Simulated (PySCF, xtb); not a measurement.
TeCl2, SMILES Cl[Te]Cl.

GFN2-xTB run with xtb 6.7.1 at its own geometry gives an orbital gap of 2.96 eV and a dipole moment of 1.87 D.

Geometry optimised at B3LYP-D3(BJ)/def2-TZVP. The isomer is the one that the SMILES or the coordinates give; other isomers of the formula were not compared. The def2 effective core potentials stand for the cores of Te; spin–orbit coupling is left out.

What does ωB97X/def2-TZVPD (PySCF) give? (An estimate is asked for; the answer gives what the named calculation found.)

gap 8.12 eV (levels -8.96 and -0.84 eV), dipole 2.14 D.
